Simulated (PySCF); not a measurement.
Compound: C2H7NSi2.
Structure used (GFN2-xTB), in Å, numbered top down from 1:
```xyz
12
C2H7NSi2 angstrom
C      2.750   -0.720   -0.023
C      1.885    0.115   -0.047
Si     0.493    1.339   -0.087
Si    -1.520    0.278    0.278
N     -1.353   -1.307   -0.379
H      3.520   -1.438   -0.006
H      0.819    2.335    0.947
H      0.620    2.019   -1.385
H     -1.908    0.296    1.705
H     -2.662    0.840   -0.454
H     -2.139   -1.936   -0.362
H     -0.503   -1.821   -0.212
```

A calculation gives these core lines: C 1s: 290.19 (area 1), 290.26 (area 1) eV; N 1s: 404.53 eV; Si 1s: 1846.39 (area 1), 1846.49 (area 1) eV; Si 2p3/2: 106.61 (area 1), 106.76 (area 1) eV.

Method used: delta-SCF UKS SCAN, pcX-2 on the ionised atom, pcseg-1 elsewhere, spin-free X2C (PySCF 2.14.0). The structure is a single GFN2-xTB conformer in the gas phase; no vibrational or solvent corrections.

(1) Which silicon gives which Si 2p3/2 line?

Answers

(1) 106.61 eV: Si4 (SiH2 silicon); 106.76 eV: Si3 (SiH2 silicon). The 2 Si 2p3/2 values lie within 0.15 eV of each other.

Bonded neighbours of each site: C1: C (triple bond) and H; C2: C (triple bond) and Si; Si3: C, 2 H and Si; Si4: N, 2 H and Si; N5: 2 H and Si.

What is the Si 1s shift of Si4 against Si3?

1846.39 − 1846.49 = -0.10 eV, or -10 kJ/mol.

Spin contamination (⟨S²⟩ against 0.75 for a pure doublet) is marked for C 1s of C2 (0.86), which makes this value less certain. For 2p shells one spin-free hole was relaxed; a mean-field spin–orbit operator and the ground-state splitting of the three 2p orbitals were then diagonalised within the shell. The shell's mean is (2 × 2p3/2 + 2p1/2)/3, and the degeneracies 2j + 1 give areas of 2:1. 2p1/2 minus 2p3/2 (ligand field included): Si 0.62 eV.
